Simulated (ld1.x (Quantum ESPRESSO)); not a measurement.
## Pt (Z = 78): TM pseudisation with PW91, scalar-relativistic reference atom.

Input for ld1.x (Quantum ESPRESSO) 7.5:

```
&input
   title='Pt', zed=78., rel=1, dft='PW91', iswitch=3,
   config='[Xe] 4f14 5d8 6s0 6p0',
   nld=3, rlderiv=2.95, eminld=-4.0, emaxld=5.0, deld=0.02
 /
 &inputp
   pseudotype=2, tm=.true., lloc=0,
   nlcc=.true., new_core_ps=.true.,
   file_pseudopw='Pt.UPF', file_wfcaegen='ae.wfc', file_wfcncgen='nc.wfc', file_beta='beta', file_chi='chi'
 /
3
6P  2  1   0.00   0.00  2.70  2.70  0.0
5D  3  2   8.00   0.00  1.85  1.85  0.0
6S  1  0   0.00   0.00  2.40  2.40  0.0
 &test
   configts(1)='5d8 6s0 6p0'
 /
```

Command:

```bash
ld1.x < Pt.in > Pt.out
```

Resulting log (shortened: banner, matrices, multipoles, cross overlaps and the repeated all-electron block are left out):

```
Program LD1 v.7.5
     --------------------------- All-electron run ----------------------------

     Pt
     scalar relativistic calculation

     atomic number is 78.00
     dft =PW91   lsd =0 sic =0 latt =0  beta=0.20 tr2=1.0E-14
     Exchange-correlation= PW91
                           (   1   4   2   2   0   0   0)
     mesh =1277 r(mesh) =  98.81913 a.u. xmin = -7.00 dx = 0.01250
     1 Ry =  13.60569312 eV, c = 137.03599908

     n l     nl                  e(Ry)          e(Ha)          e(eV)
     1 0     1S 1( 2.00)     -5767.2000     -2883.6000    -78466.7535
     2 0     2S 1( 2.00)     -1014.4145      -507.2073    -13801.8128
     2 1     2P 1( 6.00)      -879.2502      -439.6251    -11962.8089
     3 0     3S 1( 2.00)      -239.4622      -119.7311     -3258.0491
     3 1     3P 1( 6.00)      -200.1093      -100.0546     -2722.6253
     4 0     4S 1( 2.00)       -52.6697       -26.3349      -716.6081
     4 1     4P 1( 6.00)       -39.7664       -19.8832      -541.0500
     3 2     3D 1(10.00)      -157.4636       -78.7318     -2142.4012
     5 0     5S 1( 2.00)        -9.0325        -4.5162      -122.8933
     5 1     5P 1( 6.00)        -5.6548        -2.8274       -76.9381
     4 2     4D 1(10.00)       -24.1053       -12.0527      -327.9697
     4 3     4F 1(14.00)        -6.7049        -3.3525       -91.2254
     5 2     5D 1( 8.00)        -1.9078        -0.9539       -25.9568
     6 0     6S 1( 0.00)        -1.6342        -0.8171       -22.2342
     6 1     6P 1( 0.00)        -1.0642        -0.5321       -14.4789

     final scf error:  6.6E-15 reached in  28 iterations

     Etot =  -36828.417126 Ry,  -18414.208563 Ha, -501076.141628 eV

     Ekin =   41084.907300 Ry,   20542.453650 Ha,  558988.640716 eV
     Encl =  -91410.533886 Ry,  -45705.266943 Ha,-1243703.672266 eV
     Eh   =   14207.860162 Ry,    7103.930081 Ha,  193307.785303 eV
     Exc  =    -710.650703 Ry,    -355.325351 Ha,   -9668.895381 eV

     normalization and overlap integrals

     s(1S/1S) =  1.000000  <r> =   0.0171  <r2> =    0.0004  r(max) =   0.0106
     s(2S/2S) =  1.000000  <r> =   0.0723  <r2> =    0.0062  r(max) =   0.0612
     s(2P/2P) =  1.000000  <r> =   0.0652  <r2> =    0.0052  r(max) =   0.0507
     s(3S/3S) =  1.000000  <r> =   0.1871  <r2> =    0.0400  r(max) =   0.1726
     s(3P/3P) =  1.000000  <r> =   0.1882  <r2> =    0.0411  r(max) =   0.1726
     s(4S/4S) =  1.000000  <r> =   0.4150  <r2> =    0.1944  r(max) =   0.3890
     s(4P/4P) =  1.000000  <r> =   0.4419  <r2> =    0.2220  r(max) =   0.4089
     s(3D/3D) =  1.000000  <r> =   0.1704  <r2> =    0.0340  r(max) =   0.1396
     s(5S/5S) =  1.000000  <r> =   0.9511  <r2> =    1.0150  r(max) =   0.8657
     s(5P/5P) =  1.000000  <r> =   1.0996  <r2> =    1.3672  r(max) =   0.9810
     s(4D/4D) =  1.000000  <r> =   0.4682  <r2> =    0.2534  r(max) =   0.4193
     s(4F/4F) =  1.000000  <r> =   0.5160  <r2> =    0.3244  r(max) =   0.3842
     s(5D/5D) =  1.000000  <r> =   1.5569  <r2> =    2.8396  r(max) =   1.2439
     s(6S/6S) =  1.000000  <r> =   2.4969  <r2> =    7.0023  r(max) =   2.1832
     s(6P/6P) =  1.000000  <r> =   3.1770  <r2> =   11.3206  r(max) =   2.7685

     ------------------------ End of All-electron run ------------------------

     --------------------- Generating NC pseudopotential ---------------------

      Generating local pot.: lloc=0, matching radius rcloc =   2.4000

      Computing core charge for nlcc:

       r > 1.10 : true rho core
      Core charge pseudized with two Bessel functions
      Integrated core pseudo-charge :  18.73

      Wfc   6P  rcut= 2.700  Using Troullier-Martins method

      Wfc   5D  rcut= 1.856  Using Troullier-Martins method

     ------------------- End of pseudopotential generation -------------------

     Computing logarithmic derivative in   2.96554
     Computing logarithmic derivative in   2.96554
     Computing the partial wave expansion
       no projector for channel:   0
     R is outside the sphere for l=    1 j= 0.00
     R is outside the sphere for l=    2 j= 0.00

     ---------------------- Testing the pseudopotential ----------------------

     Pt
     scalar relativistic calculation

     atomic number is 78.00   valence charge is 10.00
     dft =PW91   lsd =0 sic =0 latt =0  beta=0.20 tr2=1.0E-14
     mesh =1277 r(mesh) =  98.81913 xmin = -7.00 dx = 0.01250

     n l     nl             e AE (Ry)        e PS (Ry)    De AE-PS (Ry)
     3 2     5D   1( 8.00)       -1.90779       -1.90780        0.00001
     1 0     6S   1( 0.00)       -1.63418       -1.63418        0.00000
     2 1     6P   1( 0.00)       -1.06418       -1.06418        0.00000

     eps = 6.7E-15  iter =  5

     Etot =  -36828.417126 Ry,  -18414.208563 Ha, -501076.141628 eV
     Etotps =   -92.887323 Ry,     -46.443662 Ha,   -1263.796416 eV

     Ekin =      39.956459 Ry,      19.978229 Ha,     543.635315 eV
     Encl =     -69.743757 Ry,     -34.871879 Ha,    -948.912160 eV
     Ehrt =      37.116463 Ry,      18.558231 Ha,     504.995200 eV
     Ecxc =     -53.517534 Ry,     -26.758767 Ha,    -728.143140 eV
     (Ecc =     -41.623563 Ry,     -20.811781 Ha,    -566.317420 eV)
     Epseu=     -46.698954 Ry,     -23.349477 Ha,    -635.371630 eV

     ---------------------- End of pseudopotential test ----------------------
```

Generation and configuration tests took about 2 s on one core of a shared server CPU.
